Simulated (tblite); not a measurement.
C3H9In, charge -1, doublet, geometry from GFN2-xTB (such geometries of metal compounds can be far from the true shape) (a state made from the parent by changing its charge; the spin is typed, not shown lowest); GFN1-xTB with ALPB(water) in tblite.

Here is a job for tblite.
```
$ tblite run mol.xyz --method gfn1 --charge -1 --spin 1 --alpb water --json tblite.json --no-restart

# file mol.xyz
13

In     0.22895215    -0.16807644    -0.26351026
C     -1.80926510    -1.27579263     0.16821116
H     -2.45964441    -1.35056491    -0.70933650
H     -2.33948104    -0.68307554     0.91992638
H     -1.68602985    -2.28557070     0.57284125
C     -0.48277658     2.02480246    -0.75890346
H      0.33778056     2.74398803    -0.84848395
H     -1.11262313     2.34780293     0.07569829
H     -1.08403774     2.09670777    -1.67097867
C      1.16469395     0.07809696     1.88858965
H      2.06055072     0.70724590     1.90551002
H      1.42074487    -0.87121702     2.37005108
H      0.40817104     0.56778820     2.50939061
```

Q: Predict the main parts of the log of this tblite run.

A: 
```
xTB calculator
 | screened Coulomb repulsion
 | Coulomb electrostatics
 |  * isotropic Klopman-Ohno-Mataga-Nishimoto electrostatics
 |  * onsite third-order electrostatics
 | DFT-D3(BJ) dispersion correction
 | Interactions (3)
 | [1] alpb/gbsa reaction field model
 | [2] cds contribution to solvation
 | [3] empirical free energy shift and standard state/solvent correction

halogen bonding energy    0.0000000000000E+00 Eh
repulsion energy          1.5019303489614E-01 Eh
dispersion energy        -3.5536726970506E-03 Eh
interaction energy       -2.7215193075783E-03 Eh
number of electrons       2.5000000000000E+01 e
integral cutoff           4.0000000000000E+01 bohr

------------------------------------------------------------
  cycle        total energy    energy error   density error
------------------------------------------------------------
      1     -12.90795156863  -1.3051869E+01   5.3764385E-01
      2     -12.90871135762  -7.5978899E-04   3.1760276E-01
      3     -12.90875697926  -4.5621641E-05   8.1899533E-03
      4     -12.90876244188  -5.4626205E-06   1.7422519E-03
      5     -12.90876313146  -6.8957728E-07   3.7247206E-04
      6     -12.90876317211  -4.0649169E-08   5.5390786E-05
      7     -12.90876317305  -9.4428287E-10   9.9453798E-06
------------------------------------------------------------

electronic energy        -1.3052681015944E+01 Eh
total energy             -1.2908763173053E+01 Eh

Post processing:
 | Mayer-Wiberg bond orders

[Info] JSON dump of results written to 'tblite.json'
```
